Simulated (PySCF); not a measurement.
H3O3Ti, SMILES [OH][Ti+]([OH])[OH], charge +1, multiplicity 1.

Geometry optimised at PBE0-D3(BJ)/def2-SVP. The spin state was assumed, not searched. The isomer is the one that the SMILES or the coordinates give; other isomers of the formula were not compared. Other conformers were not sampled.

Calculation: PBE/def2-TZVPD (PySCF).

```yaml
total_energy: -1076.49910 hartree
point_group: C3
highest_occupied_level: -13.34 eV
lowest_empty_level: -9.63 eV
orbital_gap: 3.72 eV
dipole_moment_about_the_centre_of_nuclear_charge: 0.28 D
mean_static_polarisability: 41.5 bohr³ (6.14 Å³)
polarisability_principal_values: 26.1, 49.1, 49.1 bohr³
```
